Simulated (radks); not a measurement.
The numbers below are computed, except where a source is named.
The osmium ion Os2+, 74 electrons, occupied as [Kr] 4d10 4f14 5s2 5p5 5d6 6p1 (not the ground configuration).

Code: a radial shooting solver on a logarithmic mesh with Libxc functionals. Model: scalar-relativistic Kohn-Sham, BP86, spin-polarised, spherical densities, finite nucleus; open shells are filled with parallel spins first (spin-orbit coupling, left out, can overturn this in heavy ions); Fermi nuclear charge, rms radius 5.4126 fm.

Energy parts (eV):
| part | energy |
|---|---|
| total | -469394.34 |
| kinetic | 520045.82 |
| electron-nucleus | -1161306.01 |
| Hartree | 181104.78 |
| exchange-correlation | -9238.92 |

Orbitals (lengths in bohr, moments of r in powers of bohr; r(90%) holds 90 % of the orbital's charge):
[
 {"orbital": "1s up", "occ.": "1", "eigenvalue (eV)": "-73880.87", "r(90%)": "0.0323", "<r^2>": "0.0004335"},
 {"orbital": "1s down", "occ.": "1", "eigenvalue (eV)": "-73880.75", "r(90%)": "0.0323", "<r^2>": "0.0004335"},
 {"orbital": "2s up", "occ.": "1", "eigenvalue (eV)": "-12888.41", "r(90%)": "0.116", "<r^2>": "0.006642"},
 {"orbital": "2s down", "occ.": "1", "eigenvalue (eV)": "-12888.09", "r(90%)": "0.116", "<r^2>": "0.006642"},
 {"orbital": "2p up", "occ.": "3", "eigenvalue (eV)": "-11229.33", "r(90%)": "0.110", "<r^2>": "0.005531"},
 {"orbital": "2p down", "occ.": "3", "eigenvalue (eV)": "-11229.02", "r(90%)": "0.110", "<r^2>": "0.005531"},
 {"orbital": "3s up", "occ.": "1", "eigenvalue (eV)": "-3018.502", "r(90%)": "0.284", "<r^2>": "0.04299"},
 {"orbital": "3s down", "occ.": "1", "eigenvalue (eV)": "-3018.339", "r(90%)": "0.284", "<r^2>": "0.04299"},
 {"orbital": "3p up", "occ.": "3", "eigenvalue (eV)": "-2531.076", "r(90%)": "0.291", "<r^2>": "0.04387"},
 {"orbital": "3p down", "occ.": "3", "eigenvalue (eV)": "-2530.889", "r(90%)": "0.291", "<r^2>": "0.04387"},
 {"orbital": "3d up", "occ.": "5", "eigenvalue (eV)": "-1985.488", "r(90%)": "0.273", "<r^2>": "0.03637"},
 {"orbital": "3d down", "occ.": "5", "eigenvalue (eV)": "-1985.220", "r(90%)": "0.273", "<r^2>": "0.03637"},
 {"orbital": "4s up", "occ.": "1", "eigenvalue (eV)": "-656.7260", "r(90%)": "0.620", "<r^2>": "0.2105"},
 {"orbital": "4s down", "occ.": "1", "eigenvalue (eV)": "-656.3252", "r(90%)": "0.620", "<r^2>": "0.2105"},
 {"orbital": "4p up", "occ.": "3", "eigenvalue (eV)": "-496.7831", "r(90%)": "0.667", "<r^2>": "0.2400"},
 {"orbital": "4p down", "occ.": "3", "eigenvalue (eV)": "-496.3897", "r(90%)": "0.667", "<r^2>": "0.2399"},
 {"orbital": "4d up", "occ.": "5", "eigenvalue (eV)": "-297.9434", "r(90%)": "0.732", "<r^2>": "0.2769"},
 {"orbital": "4d down", "occ.": "5", "eigenvalue (eV)": "-297.4752", "r(90%)": "0.731", "<r^2>": "0.2763"},
 {"orbital": "5s up", "occ.": "1", "eigenvalue (eV)": "-116.8199", "r(90%)": "1.43", "<r^2>": "1.127"},
 {"orbital": "5s down", "occ.": "1", "eigenvalue (eV)": "-113.8357", "r(90%)": "1.43", "<r^2>": "1.114"},
 {"orbital": "4f up", "occ.": "7", "eigenvalue (eV)": "-77.0943", "r(90%)": "0.909", "<r^2>": "0.3817"},
 {"orbital": "4f down", "occ.": "7", "eigenvalue (eV)": "-76.3240", "r(90%)": "0.899", "<r^2>": "0.3747"},
 {"orbital": "5p up", "occ.": "3", "eigenvalue (eV)": "-75.8065", "r(90%)": "1.68", "<r^2>": "1.508"},
 {"orbital": "5p down", "occ.": "2", "eigenvalue (eV)": "-72.3147", "r(90%)": "1.67", "<r^2>": "1.495"},
 {"orbital": "5d up", "occ.": "5", "eigenvalue (eV)": "-29.1442", "r(90%)": "2.43", "<r^2>": "2.967"},
 {"orbital": "5d down", "occ.": "1", "eigenvalue (eV)": "-25.4514", "r(90%)": "2.49", "<r^2>": "3.082"},
 {"orbital": "6s up", "occ.": "0", "eigenvalue (eV)": "-24.4236", "r(90%)": "3.57", "<r^2>": "6.950"},
 {"orbital": "6s down", "occ.": "0", "eigenvalue (eV)": "-21.8295", "r(90%)": "3.71", "<r^2>": "7.411"},
 {"orbital": "6p up", "occ.": "1", "eigenvalue (eV)": "-16.3918", "r(90%)": "4.43", "<r^2>": "10.62"},
 {"orbital": "6p down", "occ.": "0", "eigenvalue (eV)": "-14.4555", "r(90%)": "4.70", "<r^2>": "11.80"}
]

The highest occupied level is 6p up at -16.392 eV. The configuration is held as typed, so some empty levels lie below it. The spin density at the nucleus is -22.83 e/bohr^3 (1s -1.94, 2s -1.52, 3s 0.90, 4s 2.72, 5s -23.00). Spin moment in Bohr magnetons: 6.
